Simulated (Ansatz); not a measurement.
Geometry optimisation, Ansatz 0.2.0, RKS B3LYP-D4/def2-mTZVP.

input.yaml

```yaml
crystal:
  periodic: [false, false, false]
  atoms:
    - { symbol: Ge, position_ang: [0.0, 0.0, 0.0] }
    - { symbol: Cl, position_ang: [0.0, 0.0, 2.57] }
    - { symbol: H, position_ang: [1.4616, 0.0, -0.5162] }
    - { symbol: H, position_ang: [-0.73, 1.2648, -0.5162] }
    - { symbol: C, position_ang: [-0.9232, -1.5994, -0.6527] }
    - { symbol: H, position_ang: [-1.4228, -2.1111, 0.1962] }
    - { symbol: H, position_ang: [-1.6833, -1.3066, -1.4068] }
    - { symbol: H, position_ang: [-0.1873, -2.288, -1.1178] }
    - { symbol: H, position_ang: [-1.7556, 0.0, 0.5833] }
    - { symbol: H, position_ang: [-1.4971, 0.0, 1.5533] }
basis:
  gaussian: { orbitals: def2-mTZVP }
hamiltonian:
  xc: b3lyp
  dispersion: d4
relax:
  f_tol: 0.15
  max_steps: 25
  restrain:
    - { distance: [0, 8], at: 2.75, k: 30.0 }
    - { distance: [9, 1], at: 2.57, k: 30.0 }
    - { distance: [0, 1], at: 2.22, k: 30.0 }
    - { distance: [9, 8], at: 0.66, k: 30.0 }
```

Run as:

```bash
$ ansatz run input.yaml --threads 2 --pin off --max-ram 3072MiB --backend cpu --events-out ev --progress --plain --runs-dir out
```

Question: Where does it end, and by what steps?

Answer: It converged. The restraints hold the end off the free minimum. After 12 steps the energy has fallen by 2.645 eV (the restraints' own energy left out); H9 moved furthest, 0.78 Å. Joined: H9–H10 (1.00 → 0.71 Å).

| step | energy less start (eV) | largest force component (eV/Å) | accepted |
| --- | --- | --- | --- |
| 0 | 0.0000 | 3.758 | yes |
| 1 | -1.0971 | 2.489 | yes |
| 2 | -1.4602 | 4.376 | yes |
| 3 | -2.0317 | 3.054 | yes |
| 4 | -2.5480 | 2.337 | yes |
| 5 | -2.6250 | 1.353 | yes |
| 6 | -2.6300 | 1.339 | yes |
| 7 | -2.6302 | 1.377 | yes |
| 8 | -2.6378 | 1.322 | yes |
| 9 | -2.6010 | 1.255 | no |
| 10 | -2.6503 | 0.786 | no |
| 11 | -2.6483 | 1.081 | yes |
| 12 | -2.6447 | 1.246 | yes |

```xyz
10
Properties=species:S:1:pos:R:3
Ge 0.149 -0.044 -0.055
Cl 0.367 -0.193 2.142
H 1.591 0.051 -0.586
H -0.603 1.276 -0.303
C -0.796 -1.651 -0.672
H -1.395 -2.074 0.133
H -1.449 -1.413 -1.514
H -0.071 -2.400 -0.989
H -2.406 0.246 0.947
H -2.127 0.162 1.591
```

Time of the run: 38 s on 2 threads of Arm Neoverse V1, on a shared host, peak memory 0.21 GiB.
